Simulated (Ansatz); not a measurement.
**Which is lower?**

Two relaxed structures of CH₂LiZn (charge +1), closed shell (PBE0-D4/def2-TZVP; forces vanish, vibrations not checked).

A:

```json
{"atom": "Li1", "x (Å)": "-1.3977", "y (Å)": "-1.3188", "z (Å)": "-0.6154"}
{"atom": "Zn2", "x (Å)": "0.8235", "y (Å)": "0.0235", "z (Å)": "1.6156"}
{"atom": "C3", "x (Å)": "-0.0105", "y (Å)": "0.0804", "z (Å)": "-0.1548"}
{"atom": "H4", "x (Å)": "0.9255", "y (Å)": "0.0834", "z (Å)": "-0.7378"}
{"atom": "H5", "x (Å)": "-0.3408", "y (Å)": "1.1315", "z (Å)": "-0.1077"}
```

B:

```json
{"atom": "Li1", "x (Å)": "-1.6598", "y (Å)": "-1.1409", "z (Å)": "-0.8974"}
{"atom": "Zn2", "x (Å)": "1.1645", "y (Å)": "-0.4202", "z (Å)": "1.5261"}
{"atom": "C3", "x (Å)": "0.1137", "y (Å)": "-0.3017", "z (Å)": "-0.1825"}
{"atom": "H4", "x (Å)": "0.6340", "y (Å)": "0.3813", "z (Å)": "-0.8780"}
{"atom": "H5", "x (Å)": "1.9024", "y (Å)": "-0.5642", "z (Å)": "2.8482"}
```

Ansatz 0.2.0; basis: def2-TZVPP; cores frozen in the correlated methods. The 3s and 3p shells of Cu and Zn are frozen; filled d shells are correlated. The outer core shell of Li, Na, Mg and K is correlated. B3LYP uses VWN-RPA correlation.

Question: Which structure is lower at CCSD(T), and by how much? (An estimate is asked for; the value comes from the calculation.)

Answer: The calculation gives: A, by 213.4 kJ/mol (electronic energy, against the other). By their contacts, A is CH₂LiZn ([Li][CH2][Zn]), total charge +1 and B is CH₂LiZn ([Li][CH][ZnH]), total charge +1.

All methods give the same order:

| method | E(B) − E(A) (kJ/mol) |
| --- | --- |
| PBE-D4 | 246.2 |
| r2SCAN-D4 | 225.4 |
| PBE0-D4 | 230.1 |
| B3LYP-D4 | 218.9 |
| wB97M-V | 197.7 |
| HF | 133.4 |
| MP2 | 238.2 |
| CCSD | 199.4 |
| CCSD(T) | 213.4 |

T1 diagnostic: at most 0.017. The restricted Hartree–Fock reference is unstable towards an unrestricted one at one or more of these structures.

Labels in which every atom is bracketed show which atoms are joined, not bond orders.

For scale, one of the runs: CCSD(T)/def2-TZVPP, 142 basis functions, launched by `ansatz run in.yaml --threads 2 --pin off --events-out ev --progress --plain --max-ram 4352MiB`. Hardware: 2 CPU threads of an Arm Neoverse V2, shared host. Wall time 17 s; peak host memory 0.82 GiB.
